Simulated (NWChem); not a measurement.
System: BeH2Se; SMILES [BeH][SeH]

This build's default masses of Se (78.918 u) and Br (79.917 u) are each other's, which moves their modes by up to 0.6 %.

Question: Give the equilibrium geometry at B3LYP/6-31G* (spherical d) (NWChem) as a list of bonds and angles, with the point group.

Answer: point group Cs; any orientation.
Bonds (Å): Be1–H2 1.327, Be1–Se3 2.043, Se3–H4 1.484. Angles (°): H2–Be1–Se3 179.1, Be1–Se3–H4 90.3.
